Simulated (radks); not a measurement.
Computed order of ionisation of phosphorus. At each step one electron was removed from each of the four highest sub-shells of the ion before, moves of one valence electron (up to charge 6) and the configuration listed by NIST were tried, and the lowest configuration was kept. All-electron calculation, scalar-relativistic Kohn-Sham, BLYP, spin-polarised, spherical densities, finite nucleus; Fermi nuclear charge, rms radius of each element as measured or else 0.836 A^(1/3) + 0.57 fm. Program: a radial shooting solver on a logarithmic mesh with Libxc functionals. Open shells are filled with parallel spins first.

species	lowest configuration found	NIST configuration	margin to the next tried (eV)	IE (eV)	NIST IE (eV)	kind
P	[Ne] 3s2 3p3	same	8.307	10.227	10.487	exp.
P+	[Ne] 3s2 3p2	same	6.256	19.627	19.769	semi-emp.
P2+	[Ne] 3s2 3p1	same	7.296	29.978	30.203	exp.
P3+	[Ne] 3s2	same	8.676	51.500	51.444	exp.
P4+	[Ne] 3s1	same	10.899	65.977	65.025	exp.
P5+	[Ne]	same	134.65	220.92	220.43	semi-emp.
P6+	[He] 2s2 2p5	same	47.488	264.22	263.6	semi-emp.
P7+	[He] 2s2 2p4	same	45.523	309.11	309.6	semi-emp.
P8+	[He] 2s2 2p3	same	43.201	373.63	372.3	semi-emp.
P9+	[He] 2s2 2p2	same	21.151	426.18	424.4	semi-emp.
P10+	[He] 2s2 2p1	same	20.784	479.70	479.44	semi-emp.
P11+	[He] 2s2	same	21.671	557.98	560.6	semi-emp.
P12+	[He] 2s1	same	2107.8	613.57	611.74	theory
P13+	[He]	same	2124.6	2817.9	2816.9	theory

Reference values: NIST Atomic Spectra Database (exp. = measured, semi-emp. = semi-empirical, theory = theoretical value adopted there). Open shells are spherical and high-spin; term and fine-structure splittings are not resolved.
